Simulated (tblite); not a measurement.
Compound: C4H6F2O2Si.
SMILES with atom numbers: `[O:1]=[CH:2][C@@H:3]1[O:4][CH2:5][C@@H:6]([F:7])[Si@@H:8]1[F:9]` (hydrogens: H10 on C2; H11 on C3; H12, H13 on C5; H14 on C6; H15 on Si8)

Computed with GFN2-xTB (tblite), gas phase: L-BFGS steps from a force-field or distance-geometry start until the largest atomic force falls under 0.01 eV/Å.

The end geometry, which sets the zero of energy:
```
atom  x, y, z in Å
O1      3.1938    0.1565    0.7883
C2      2.3443   -0.0823   -0.0259
C3      0.9409   -0.4455    0.3021
O4      0.2844   -1.0071   -0.8261
C5     -1.1121   -1.0204   -0.6549
C6     -1.6031    0.3797   -0.2445
F7     -2.7387    0.2670    0.5365
Si8    -0.1063    1.1267    0.7071
F9      0.4267    2.3849   -0.1429
H10     2.5298   -0.0194   -1.1119
H11     0.9269   -1.1467    1.1482
H12    -1.5317   -1.3564   -1.6036
H13    -1.4029   -1.7265    0.1374
H14    -1.9003    0.9712   -1.1168
H15    -0.2560    1.5262    2.0851
```

Question: These geometries come from the run, each turned onto the end geometry. Order them by energy, lowest first.
A.
```
atom  x, y, z in Å
O1      3.1822    0.1349    0.8494
C2      2.3585   -0.1122    0.0114
C3      0.9359   -0.4276    0.2975
O4      0.2962   -0.9614   -0.8532
C5     -1.1009   -1.0018   -0.6902
C6     -1.6215    0.3648   -0.2069
F7     -2.6950    0.1796    0.6469
Si8    -0.1043    1.1527    0.6784
F9      0.3966    2.3763   -0.2386
H10     2.5862   -0.0982   -1.0681
H11     0.8749   -1.1303    1.1401
H12    -1.5069   -1.2905   -1.6601
H13    -1.3848   -1.7528    0.0623
H14    -2.0089    0.9674   -1.0336
H15    -0.2128    1.6071    2.0427
```
B.
```
atom  x, y, z in Å
O1      3.0980    0.1031    0.9631
C2      2.3804   -0.1228    0.0223
C3      0.9272   -0.3975    0.1996
O4      0.2591   -0.9015   -0.9521
C5     -1.1185   -0.9974   -0.6804
C6     -1.6440    0.3710   -0.2058
F7     -2.6877    0.1771    0.6801
Si8    -0.1197    1.1647    0.6506
F9      0.3994    2.3983   -0.2397
H10     2.7682   -0.1118   -1.0140
H11     0.8628   -1.1240    1.0252
H12    -1.5967   -1.3581   -1.5922
H13    -1.2897   -1.7235    0.1307
H14    -2.0529    0.9539   -1.0369
H15    -0.1902    1.5763    2.0276
```
C.
```
atom  x, y, z in Å
O1      3.1647    0.1292    0.8853
C2      2.3666   -0.1176    0.0217
C3      0.9334   -0.4256    0.2709
O4      0.2901   -0.9496   -0.8842
C5     -1.1027   -1.0045   -0.6862
C6     -1.6183    0.3645   -0.2039
F7     -2.6836    0.1759    0.6559
Si8    -0.1010    1.1628    0.6621
F9      0.3774    2.4126   -0.2330
H10     2.6343   -0.1074   -1.0502
H11     0.8481   -1.1448    1.0995
H12    -1.5397   -1.3008   -1.6406
H13    -1.3552   -1.7575    0.0798
H14    -2.0212    0.9589   -1.0274
H15    -0.1972    1.6116    2.0284
```
D.
```
atom  x, y, z in Å
O1      3.0538    0.1197    1.0302
C2      2.3802   -0.1317    0.0666
C3      0.9312   -0.3954    0.1499
O4      0.2686   -0.8170   -1.0349
C5     -1.0836   -0.9636   -0.6694
C6     -1.6373    0.3968   -0.2007
F7     -2.6777    0.2120    0.6920
Si8    -0.0900    1.1714    0.6266
F9      0.4059    2.3723   -0.3292
H10     2.7589   -0.1282   -0.9669
H11     0.7724   -1.1682    0.9063
H12    -1.6283   -1.4195   -1.4918
H13    -1.1491   -1.6487    0.1886
H14    -2.0886    0.9459   -1.0271
H15    -0.2208    1.4622    2.0380
```
E.
```
atom  x, y, z in Å
O1      3.1531    0.1211    0.9079
C2      2.3758   -0.1130    0.0200
C3      0.9390   -0.4229    0.2486
O4      0.2825   -0.9423   -0.9018
C5     -1.1081   -1.0065   -0.6833
C6     -1.6304    0.3598   -0.1982
F7     -2.7023    0.1724    0.6599
Si8    -0.0906    1.1577    0.6556
F9      0.3818    2.4211   -0.2210
H10     2.6811   -0.1079   -1.0410
H11     0.8509   -1.1364    1.0825
H12    -1.5575   -1.3094   -1.6286
H13    -1.3549   -1.7509    0.0890
H14    -2.0321    0.9518   -1.0273
H15    -0.1924    1.6134    2.0158
```

Answer: A (0.004 eV), C (0.011 eV), E (0.020 eV), B (0.050 eV), D (0.159 eV).

In the order of the answer:

| step | E above end (eV) | largest force (eV/Å) | rms force component (eV/Å) | rms distance from end (Å) | rms bond change (Å) | bond most changed (Å) |
| --- | --- | --- | --- | --- | --- | --- |
| 33 | 0.004 | 0.03 | 0.012 | 0.084 | 0.001 | C3–Si8 -0.002 |
| 22 | 0.011 | 0.12 | 0.042 | 0.099 | 0.002 | C6–Si8 -0.004 |
| 19 | 0.020 | 0.18 | 0.056 | 0.108 | 0.003 | C6–Si8 +0.008 |
| 13 | 0.050 | 0.27 | 0.084 | 0.139 | 0.003 | C6–Si8 -0.004 |
| 6 | 0.159 | 0.34 | 0.132 | 0.200 | 0.004 | C2–C3 -0.011 |

The cost below is that of the whole relaxation. The run took 0.84 s wall on an Arm Neoverse N1 with one thread, shared host.
